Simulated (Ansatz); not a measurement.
Gas-phase electronic energies from Ansatz, PBE0-D4/def2-TZVP geometries. CCSD(T)/CBS adds triple-zeta CCSD(T) − MP2 to the extrapolated MP2 energy (def2 sets, frozen cores). This one scheme is used for every species. Functionals use def2-TZVPP. Each species was taken in one conformer, which may not be the lowest.

Consider the hydrogenolysis of the Si–C bond: `C[SiH2][NH][AlH2]` + H₂ → `[AlH2][NH][SiH3]` + CH₄.

| level | ΔE (kJ/mol) |
| --- | --- |
| PBE-D4 | -19.4 |
| PBE0 | -26.7 |
| MP2/def2-TZVPP | -19.3 |
| HF/def2-QZVPP | -44.9 |

(1) What does CCSD(T)/CBS give? (An estimate is asked.)

Largest T1 diagnostic among the species: 0.011.

Results:

(1) Computed: -21.4 kJ/mol. The listed levels differ from it by 2.0, -5.3, 2.1, -23.5 kJ/mol.

The D4 term adds +8.2 kJ/mol with B3LYP and +4.6 kJ/mol with PBE0; it sums over pairs of atoms, weighted by their polarisabilities, and B3LYP, whose exchange is more repulsive, gets the larger term. In def2-TZVPP, CCSD(T) changes the Hartree–Fock value by +21.1 kJ/mol (the triples alone add +3.9 kJ/mol) and MP2 by +25.8 kJ/mol.

B3LYP here is the variant with VWN-RPA as its local correlation; programs differ in this.
